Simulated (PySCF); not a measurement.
SMILES C#CC[SiH2]Br (C3H5BrSi), B3LYP/def2-SVP optimised geometry.

```
10

C      1.01    -0.22     0.00
C     -0.20    -0.22     0.00
C     -1.66    -0.26     0.06
Si    -2.22    -1.20     1.62
Br    -4.47    -1.24     1.67
H      2.08    -0.21    -0.02
H     -2.08    -0.76    -0.82
H     -2.08     0.76     0.09
H     -1.73    -0.51     2.84
H     -1.73    -2.60     1.58
```

Density from B3LYP/def2-TZVP run with PySCF 2.14.0 at that geometry.

Minimum of the electron density along straight lines between bonded atoms, close to the bond critical point (lines longer than 1.1 times the sum of covalent radii, or with two minima, are not listed):

| bond | length / Å | ρ at the minimum / e bohr⁻³ | ∇²ρ there / e bohr⁻⁵ | position (fraction from the first atom) |
|---|---|---|---|---|
| C1–C2 | 1.213 | 0.410 | -1.15 | 0.48 |
| C2–C3 | 1.456 | 0.270 | -0.72 | 0.53 |
| C3–Si4 | 1.902 | 0.118 | 0.13 | 0.61 |
| Si4–Br5 | 2.251 | 0.086 | 0.05 | 0.35 |
| C1–H6 | 1.074 | 0.285 | -1.04 | 0.66 |
| C3–H7 | 1.104 | 0.269 | -0.89 | 0.65 |
| C3–H8 | 1.104 | 0.269 | -0.89 | 0.64 |
| Si4–H9 | 1.485 | 0.125 | 0.13 | 0.49 |
| Si4–H10 | 1.485 | 0.125 | 0.13 | 0.49 |
